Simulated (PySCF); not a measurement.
**Oscillator strengths, rates and cross-sections**

Species: C8H15ClO.
Atom-mapped SMILES: `[CH3:1][O:2][CH2:3][C@@H:4]1[CH2:5][CH2:6][CH2:7][CH2:8][C@H:9]1[Cl:10]` (hydrogens: H11, H12, H13 on C1; H14, H15 on C3; H16 on C4; H17, H18 on C5; H19, H20 on C6; H21, H22 on C7; H23, H24 on C8; H25 on C9)

Computed, not measured: PySCF, TDDFT B3LYP/def2-SVPD, vertical, gas phase, core orbitals frozen in the response. One conformer (not necessarily the lowest) at the PBE0-D3(BJ)/def2-SVP geometry, without solvent, vibrations or thermal averaging.

A / s⁻¹ = 0.6670 f (ν̃ / cm⁻¹)² and τ = 1/A in vacuum; |μ| follows from f = (2/3) ΔE |μ|² (atomic units, 1 au = 2.5417 D); ∫σ dE = 109.76 f Mb·eV.

The rates are for emission to S0 at the absorption energy, with no other channel.

Energies and rates of the computed singlets with f of 0.002 or more:

```csv
state,ν̃ (cm⁻¹),A (s⁻¹)
S1,54420,1.38×10⁷
S2,54940,3.48×10⁷
S4,57400,7.87×10⁶
S5,58080,2.58×10⁷
S6,60500,1.13×10⁷
S7,61490,1.51×10⁷
S8,61760,1.01×10⁷
S9,62270,3.79×10⁷
```

Question: Go back from the rates to the oscillator strengths and transition dipoles.

Answer: f = A / (0.6670 ν̃²), and |μ| follows from f:

```csv
state,f,|μ| (D),τ,"main configurations (H = HOMO, L = LUMO)"
S1,0.0070,0.52,73 ns,H→L (84%)
S2,0.017,0.82,29 ns,H→L+1 (88%)
S4,0.0036,0.36,130 ns,"H-2→L (59%), H-1→L (16%)"
S5,0.011,0.65,39 ns,H→L+2 (94%)
S6,0.0046,0.40,88 ns,H→L+3 (75%)
S7,0.0060,0.46,66 ns,"H→L+4 (67%), H-1→L+1 (10%)"
S8,0.0040,0.37,99 ns,H-1→L+1 (65%)
S9,0.015,0.71,26 ns,"H-2→L+1 (66%), H→L+3 (9%)"
```

Question: How much energy does a mole of photons resonant with S9 carry?

Answer: 7.720 eV × 96.485 = 745 kJ/mol (178 kcal/mol).

Question: Which computed singlets stay under f = 0.002?

Answer: S3 (7.07 eV, f 0.0019) and S10 (7.76 eV, f 0.0010).

Question: What is the integrated cross-section of all computed states together?

Answer: Σf = 0.071 over S1 to S10, so 109.76 × Σf ≈ 7.84 Mb·eV.

All these states lie below the vertical ionisation energy of 9.29 eV (ΔSCF).
